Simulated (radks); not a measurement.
Spherical jellium clusters: N electrons in a uniform positive sphere of charge N and radius rs N^(1/3), rs = 5.4 bohr. Method: non-relativistic Kohn-Sham, LDA (Slater exchange, Perdew-Wang correlation), spin-polarised, spherical densities; computed with a radial shooting solver with Libxc functionals. Levels are named by radial order and angular momentum (1s, 1p, 1d, 2s, ...), and open shells are averaged over m.

N = 20, configuration 1s2 1p6 1d10 2s2. This is the lowest configuration that the search found. Occupied and some empty levels:

level,occupation,eigenvalue (eV),<r> (bohr)
1s,2,-3.5232,9.683
1p,6,-3.1515,10.90
1d,10,-2.6288,11.80
2s,2,-2.1723,9.131
1f,0,-1.9871,12.60
2p,0,-1.4329,11.24
1g,0,-1.2530,13.41

Energy (eV): total -36.3197, kinetic 19.794, external -887.15, Hartree 442.23, exchange-correlation -56.736, background 445.54. Static polarisability (adiabatic kernel): 3927 bohr^3, against R^3 = 3149 for a classical metal sphere.

Electron density:

r (bohr),n(r) (e/bohr^3)
0.460,0.002199
2.19,0.001994
3.93,0.001660
5.67,0.001451
7.40,0.001521
9.14,0.001744
10.9,0.001745
12.6,0.001269
14.3,0.0006074
16.1,0.0001970
17.8,0.00005114
19.6,0.00001158
21.3,2.464e-06
23.0,5.016e-07
